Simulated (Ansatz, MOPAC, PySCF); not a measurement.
Tautomers of CC(=O)S. All species are isolated molecules in the gas phase. One relaxed conformer stands for each flexible species; it need not be the lowest. Strings in code marks are SMILES.

Quantity: vertical ionisation energy (energy after one electron is removed minus that of the parent at the parent's geometry), in eV.

Level 1: frozen-core MP2/cc-pVTZ // B3LYP-D3(BJ)/def2-TZVP (Ansatz, a program for electronic structure)
Level 2: minus the HOMO energy of AM1 // B3LYP-D3(BJ)/def2-TZVP (MOPAC)
Level 3: minus the HOMO energy of HF/6-31G* // B3LYP-D3(BJ)/def2-TZVP (PySCF)
Level 4: minus the HOMO energy of PM3 // B3LYP-D3(BJ)/def2-TZVP (MOPAC)

| species | level 2 | level 3 | level 4 |
|---|---|---|---|
| `C=C(O)S` (S–C–O–H torsion 180°, O–C–S–H torsion -180°) | 8.89 | 8.88 | 9.14 |
| `CC(=O)S` (O–C–S–H torsion 180°) | 9.84 | 10.65 | 9.99 |
| `CC(O)=S` (S–C–O–H torsion 0°) | 9.10 | 9.49 | 9.36 |

Task: What does level 1 give for each, and how far do the other levels lie from it on average?

Result: 
- `C=C(O)S` (S–C–O–H torsion 180°, O–C–S–H torsion -180°): 8.83
- `CC(=O)S` (O–C–S–H torsion 180°): 10.59
- `CC(O)=S` (S–C–O–H torsion 0°): 9.19
Mean absolute difference from level 1, which has limits of its own, over these rows (drawn at random from the members that have all these levels): level 2 0.298 eV, level 3 0.137 eV, level 4 0.360 eV.
